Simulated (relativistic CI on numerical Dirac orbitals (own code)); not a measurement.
# The spin-orbit constant of Ag2+ from its measured fine structure

Problem. The ground term 2D of Ag2+ (4d9) has the measured levels J = 3/2: 4607.0, J = 5/2: 0.0 cm⁻¹ (Moore, Atomic Energy Levels, vol. III, NSRDS-NBS 35 (1971 reprint of NBS Circular 467, 1958)). Test the interval rule and estimate ζ(4d).

Working.
1. In LS coupling E(J) − E(J − 1) = AJ. The intervals give A = -1842.8 (J = 5/2) cm⁻¹.
2. A doublet has one interval, so the rule cannot be tested.
3. The whole width divided by the sum of the upper J values gives a mean A = -1842.8 cm⁻¹.
4. For the Hund term of a shell that is more than half full, A = −ζ/2S with 2S = 1, so ζ = 1843 cm⁻¹.

Check. The value calculated from Dirac-Coulomb-Breit radial functions of this configuration is ζ = 1766 cm⁻¹, 4 % below the estimate from measurement. The same recipe applied to the calculated levels returns 1749 cm⁻¹, which shows the bias of the recipe itself.
